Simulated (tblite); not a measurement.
Species: C₆H₁₂ClFO.
Structure used (GFN2-xTB), in Å, numbered top down from 1:
```xyz
21
C6H12ClFO angstrom
C     -2.3864    1.3387   -0.7195
O     -1.2539    0.5080   -0.7702
C     -0.8268    0.0909    0.5014
C      0.3873   -0.8334    0.3370
C     -0.0343   -2.1886   -0.2150
F      0.9028   -1.0308    1.6192
C      1.4898   -0.2101   -0.5264
C      1.9890    1.1165    0.0238
Cl     3.4081    1.6672   -0.9048
H     -2.6234    1.6020   -1.7480
H     -2.1851    2.2508   -0.1443
H     -3.2397    0.8187   -0.2674
H     -0.5513    0.9532    1.1276
H     -1.6289   -0.4556    1.0217
H     -0.5358   -2.0426   -1.1666
H      0.8335   -2.8276   -0.3541
H     -0.7162   -2.6730    0.4799
H      1.0923   -0.0701   -1.5311
H      2.3244   -0.9126   -0.5694
H      1.2383    1.8995   -0.0691
H      2.3074    1.0159    1.0615
```

Method: GFN2-xTB as coded in tblite; computed harmonic values from a numerical Hessian at the method's own geometry, unscaled. Against measured fundamentals such values can be off by several per cent, at times by over 20. One conformer, not necessarily the lowest.

Harmonic wavenumbers (cm⁻¹): 33.8, 65.1, 83.4, 109.9, 143.9, 170.1, 196.0, 224.4, 261.4, 319.7, 329.0, 340.4, 437.0, 502.3, 508.3, 745.1, 779.9, 821.7, 912.1, 943.2, 974.7, 1004.6, 1014.2, 1082.8, 1095.0, 1119.8, 1130.6, 1149.8, 1161.2, 1188.4, 1208.3, 1239.6, 1250.3, 1270.2, 1331.4, 1344.1, 1392.6, 1407.0, 1434.0, 1451.0, 1466.9, 1471.2, 1482.6, 1488.3, 1501.6, 2850.1, 2885.9, 2900.4, 2922.6, 2986.4, 2987.2, 3001.0, 3019.7, 3033.4, 3043.5, 3049.8, 3065.6.

A = 1616, B = 768.9, C = 600.5 MHz; mass 154.056 u (most abundant isotopes); point group C1, symmetry number 1.

Problem. What is the zero-point energy?

Solution. ½Σν̃ = 37666 cm⁻¹ = 107.69 kcal/mol.

Problem. Entropy at 500 K, 1 bar (ideal gas, RRHO, classical rotation)?

Solution. Translation 43.60, rotation 31.99, vibration 57.85: S = 133.4 cal/(mol K).

Problem. And Cp and H(500 K) − H(0)?

Solution. Cp = 61.23 cal/(mol K), of which vibrations give 53.28 (their classical limit is 57 R = 113.3); H(500 K) − H(0) = 18.18 kcal/mol without the zero-point energy, 14.21 from vibrations.

Problem. Blend soft modes into free rotors: weight 1/[1 + (100 cm⁻¹/ν̃)⁴] for the oscillator and the rest for a rotor with moment μB/(μ + B), μ = h/(8π²ν), B = 10⁻⁴⁴ kg m². What vibrational entropy results?

Solution. 52.90 cal/(mol K) in place of 57.85, which changes −T·S at 500 K by +2.48 kcal/mol.

Problem. How do the functions run with temperature in this model?

Solution. 
```json
{"T (K)": "150", "S (cal/(mol K))": "84.3", "Cp (cal/(mol K))": "27.3", "H − H(0) (kcal/mol)": "2.70", "G − H(0) (kcal/mol)": "-9.94", "ln q(vib)": "4.12"}
{"T (K)": "250", "S (cal/(mol K))": "100.4", "Cp (cal/(mol K))": "36.5", "H − H(0) (kcal/mol)": "5.89", "G − H(0) (kcal/mol)": "-19.20", "ln q(vib)": "7.38"}
{"T (K)": "298.15", "S (cal/(mol K))": "107.2", "Cp (cal/(mol K))": "41.4", "H − H(0) (kcal/mol)": "7.76", "G − H(0) (kcal/mol)": "-24.20", "ln q(vib)": "8.87"}
{"T (K)": "400", "S (cal/(mol K))": "120.8", "Cp (cal/(mol K))": "51.9", "H − H(0) (kcal/mol)": "12.51", "G − H(0) (kcal/mol)": "-35.82", "ln q(vib)": "11.92"}
{"T (K)": "600", "S (cal/(mol K))": "145.3", "Cp (cal/(mol K))": "69.2", "H − H(0) (kcal/mol)": "24.71", "G − H(0) (kcal/mol)": "-62.48", "ln q(vib)": "17.64"}
{"T (K)": "900", "S (cal/(mol K))": "176.9", "Cp (cal/(mol K))": "86.2", "H − H(0) (kcal/mol)": "48.22", "G − H(0) (kcal/mol)": "-110.96", "ln q(vib)": "25.65"}
```

q(vib) and H(0) count from the zero-point level.

Problem. Which modes carry the vibrational entropy at 500 K?

Solution. 33.8 cm⁻¹: 6.62; 65.1 cm⁻¹: 5.32; 83.4 cm⁻¹: 4.83; 109.9 cm⁻¹: 4.28; 143.9 cm⁻¹: 3.75; 170.1 cm⁻¹: 3.43 cal/(mol K); the other 51 give 29.62 together.

Problem. What must be added to the electronic energy to get the Gibbs energy at 500 K and 1 bar?

Solution. ZPE + [H(500 K) − H(0)] − T·S = 107.69 + 18.18 − 66.72 = 59.15 kcal/mol.

Hindered rotation and anharmonicity are outside this model. Other conformers, if any are populated, would add a mixing term that is left out. The structure is chiral; the term R ln 2 for an equal mix with its mirror image is left out.

Time: 1.5 s of wall time. Hardware: one thread, Arm Neoverse N1 (aarch64), no GPU, shared host with 64 logical CPUs at a one-minute load of 58. This covers the Hessian and the dipole derivatives.
